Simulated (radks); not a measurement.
The argon ion Ar+, 17 electrons, occupied as [Ne] 3s2 3p4 5d1 (not the ground configuration). Calculated with a radial shooting solver on a logarithmic mesh with Libxc functionals: scalar-relativistic Kohn-Sham, PBE, spin-polarised, spherical densities, point nucleus; open shells are filled with parallel spins first.

Radial electron density D(r) = 4 pi r^2 rho(r):

r (bohr),D(r) (e/bohr),spin D(r)
0.005086,1.091,-0.0000305
0.005921,1.431,-0.0000374
0.006893,1.867,-0.0000443
0.008025,2.423,-0.0000492
0.009342,3.123,-0.0000486
0.01088,3.995,-0.0000357
0.01256,5.003,-6.02e-07
0.01462,6.280,0.0000815
0.01702,7.787,0.000247
0.01982,9.523,0.000561
0.02307,11.46,0.00113
0.02686,13.53,0.00213
0.03102,15.52,0.00373
0.03611,17.52,0.00651
0.04204,19.22,0.0110
0.04894,20.42,0.0183
0.05697,20.94,0.0294
0.06632,20.67,0.0462
0.07721,19.64,0.0705
0.08917,18.15,0.102
0.1038,16.42,0.146
0.1208,15.03,0.200
0.1407,14.49,0.262
0.1638,15.08,0.323
0.1907,16.71,0.372
0.2202,18.72,0.393
0.2563,20.50,0.371
0.2984,21.06,0.299
0.3474,19.82,0.186
0.4045,16.82,0.0669
0.4708,12.78,-0.00146
0.5438,8.981,0.0375
0.633,5.988,0.229
0.737,4.517,0.572
0.8579,4.373,1.01
0.9988,4.842,1.41
1.163,5.128,1.63
1.343,4.809,1.59
1.563,3.858,1.32
1.82,2.619,0.923
2.119,1.492,0.535
2.466,0.7090,0.257
2.871,0.2841,0.108
3.343,0.1089,0.0535
3.86,0.06242,0.0477
4.494,0.05811,0.0553
5.232,0.05103,0.0506
6.091,0.02869,0.0287
7.091,0.004613,0.00461
8.255,0.004278,0.00428
9.533,0.03991,0.0399
11.1,0.1051,0.105
12.92,0.1337,0.134
15.04,0.08874,0.0887
17.51,0.03528,0.0353
20.38,0.008936,0.00894
23.54,0.001462,0.00146
27.41,0.0001202,0.000120

D(r) has 5 maxima, at r = 0.0584, 0.291, 1.16, 4.53, 12.8 bohr, and minima at 0.141, 0.811, 4.25 bohr, inside which lie 2.17, 10.39, 16.06 electrons.
